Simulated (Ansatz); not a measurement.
```yaml
crystal:
  periodic: [false, false, false]
  atoms:
    - {symbol: O, position_ang: [-0.839826, 0.558438, -1.365463]}
    - {symbol: Ga, position_ang: [0.394769, -0.294322, 0.133982]}
    - {symbol: O, position_ang: [1.363243, -1.557585, -0.683505]}
    - {symbol: O, position_ang: [-1.160900, -0.852750, 0.877181]}
    - {symbol: Se, position_ang: [1.377696, 1.676059, 0.972052]}
    - {symbol: H, position_ang: [-1.675635, 0.252349, -0.978211]}
    - {symbol: H, position_ang: [2.298193, -1.356132, -0.744542]}
    - {symbol: H, position_ang: [-1.172054, -1.789210, 1.083349]}
    - {symbol: H, position_ang: [0.307093, 1.794106, 1.970556]}
    - {symbol: H, position_ang: [-0.809580, 1.517945, -1.262598]}
basis:
  gaussian: {orbitals: def2-TZVPP}
hamiltonian: {xc: {name: wPBEh}}
output: {forces: true}
```

```sh
$ ansatz run in.yaml --threads 4 --pin off --events-out ev --progress --plain --max-ram 11315MiB
```

Output, abridged:

```
Functional definition: wPBEh
1573 factors; their error is unknown
113 factors; integrals over basis functions are off by at most 3.9e-7 eV
mean field evaluation 1: about -123921.1331 eV, gradient 9.5e1 eV
mean field evaluation 2: about -123878.0559 eV, gradient 1.8e2 eV
mean field evaluation 4: about -123934.7300 eV, gradient 1.3e1 eV
mean field evaluation 8: about -123934.9841 eV, gradient 3.0e-1 eV
mean field evaluation 16: about -123935.5981 eV, gradient 4.3e-3 eV
mean field -123935.59813941 eV, -4554.5492250577 hartree, gradient 4.2e-5 eV, S^2 0.000000; 0 other end points of the search recorded, 0 dependent functions left out
reference -123935.59818034 eV, -4554.5492265619 hartree; 47, 47 occupied and 212, 212 virtual orbitals, 1573 factors
Total energy: -123935.59818034 eV, -4554.5492265619 hartree
Atom 0 at    -0.839826     0.558438    -1.365463 Å, force    -0.083823     0.057285     0.027918 eV/Å
Atom 1 at     0.394769    -0.294322     0.133982 Å, force     0.016468     0.028565     0.022346 eV/Å
Atom 2 at     1.363243    -1.557585    -0.683505 Å, force     0.121179    -0.000136    -0.027395 eV/Å
Atom 3 at    -1.160900    -0.852750     0.877181 Å, force    -0.023212    -0.124116     0.023091 eV/Å
Atom 4 at     1.377696     1.676059     0.972052 Å, force     0.023408     0.024897     0.013406 eV/Å
Atom 5 at    -1.675635     0.252349    -0.978211 Å, force     0.077739     0.051521    -0.042395 eV/Å
Atom 6 at     2.298193    -1.356132    -0.744542 Å, force    -0.092661    -0.035185    -0.002223 eV/Å
Atom 7 at    -1.172054    -1.789210     1.083349 Å, force    -0.013994     0.095028    -0.011653 eV/Å
Atom 8 at     0.307093     1.794106     1.970556 Å, force    -0.003774     0.006958     0.010498 eV/Å
Atom 9 at    -0.809580     1.517945    -1.262598 Å, force    -0.021331    -0.104816    -0.013593 eV/Å
Dipole moment:    -0.301592     0.253481    -0.159489 e Å
```

Run time 2.6 s (4 threads of an AMD EPYC 9R45 on a shared host); peak host memory 1 GiB.
